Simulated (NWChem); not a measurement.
System: CH₇FSi₂; SMILES C[Si@H]([SiH3])F

The following NWChem deck was run.

```
start job
memory heap 200 mb stack 900 mb global 1100 mb
geometry units angstroms noautosym nocenter noautoz
  C     -1.353743    -1.499150    -0.286326
  Si     0.102318    -0.534508     0.375155
  F      1.465995    -1.093889    -0.337061
  Si    -0.050593     1.761428    -0.094737
  H     -2.283712    -1.177186     0.209154
  H     -1.221223    -2.575982    -0.097408
  H     -1.471988    -1.350511    -1.370395
  H      0.252587    -0.762277     1.844886
  H     -1.270030     2.323613     0.568348
  H     -0.170285     1.983983    -1.569252
  H      1.148980     2.496630     0.409761
end
basis spherical
  C library 6-311g**
  Si library 6-311g**
  F library 6-311g**
  H library 6-311g**
end
dft
  xc b3lyp
  iterations 150
end
property
  shielding
end
task dft property
```

All runs use the structure optimised with PBE0/def2-SVP.

GIAO values for the isolated, static molecule; σ is the absolute isotropic shielding, δ = σ(reference) − σ with the isolated reference molecule computed at the same levels (13C: tetramethylsilane, 19F: trichlorofluoromethane, 1H: tetramethylsilane, 29Si: tetramethylsilane).

Atoms are numbered as in the input.

### Question
Give the results of this calculation. (B3LYP/6-311G** (spherical d), GIAO.) Quantities: δ C1 (ppm); δ Si2 (ppm); δ F3 (ppm); δ Si4 (ppm); δ H5 (rotor mean) (ppm); δ H8 (ppm); δ H9 (rotor mean) (ppm).

### Answer
δ C1 (ppm): 1.1
δ Si2 (ppm): 30.3
δ F3 (ppm): -231.9
δ Si4 (ppm): -108.5
δ H5 (rotor mean) (ppm): 0.50
δ H8 (ppm): 5.69
δ H9 (rotor mean) (ppm): 3.53
